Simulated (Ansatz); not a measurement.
A nudged elastic band was laid between two geometries of CH6ClFMgO (11 atoms, charge 0, multiplicity 1).

These are results of RKS PBE0-D4/def2-SVP in Ansatz, not measurements.

| Property | Result |
| --- | --- |
| movable images | 9 |
| climbing image | yes |
| spring | 5.0 eV/Å² |
| optimiser | quadratic models (default) |
| start path | through a guess of the saddle point |
| force threshold | 0.05 eV/Å |
| iteration limit | 60 |
| end points | relaxed |

Initial state:

```xyz
11
Properties=species:S:1:pos:R:3
Mg 0.022 -0.311 0.175
Cl 1.931 -1.647 0.760
C -2.007 -0.256 -0.311
H 1.488 1.614 -1.315
O 1.371 0.694 -1.057
H 1.427 -0.201 1.898
F 0.766 0.523 1.961
H -2.353 0.774 -0.512
H -2.650 -0.650 0.494
H -2.237 -0.845 -1.217
H 2.242 0.305 -0.875
```

Final state:

```xyz
11
Properties=species:S:1:pos:R:3
Mg 0.043 -0.232 0.283
Cl 1.968 -1.551 0.859
C -1.954 -0.246 -0.332
H 2.217 0.346 -0.863
O 1.382 0.838 -0.912
H 1.414 -0.144 2.033
F 0.723 0.549 2.103
H -2.377 0.774 -0.370
H -2.603 -0.826 0.347
H -2.088 -0.680 -1.338
H 1.275 1.172 -1.810
```

What changes between the two ends?

No bond is made or broken.

What energy profile does the band end with?

It converged. The highest image is number 4 of 0 to 10, 20.1 kJ/mol above the first end and 21.1 kJ/mol above the last; the last end lies 1.0 kJ/mol below the first. The profile has 2 maxima (images 4, 7) with wells between them (image 5): this band takes more than one step, which may be the mechanism or a detour left from its start path. A vibrational analysis at the climbing image gives one clearly imaginary mode, 74i cm⁻¹, and a faint second one (27i cm⁻¹) that may be numerical noise or a soft torsion: probably a first-order saddle point.

```csv
image,path coordinate (Å),energy (kJ/mol)
0,0.00,0.0
1,0.75,1.2
2,1.50,7.2
3,2.25,11.5
4,3.01,20.1
5,3.86,16.3
6,4.71,17.0
7,5.56,19.7
8,6.41,8.7
9,7.26,5.1
10,8.10,-1.0
```

What is the geometry of the highest image?


```xyz
11
Properties=species:S:1:pos:R:3
Mg -0.097 -0.458 0.009
Cl 1.467 -1.853 1.022
C -2.128 -0.352 -0.451
H 1.754 1.194 -0.033
O 1.223 0.932 -0.813
H 1.830 -0.093 1.710
F 1.704 0.868 1.722
H -2.374 0.563 -1.018
H -2.763 -0.353 0.452
H -2.454 -1.210 -1.064
H 1.839 0.763 -1.535
```

The band took 27 iterations and of the order of 24 core-minutes.

Time of the run: 12 min on 2 threads of Arm Neoverse V1 (shared host), peak memory 0.24 GiB.
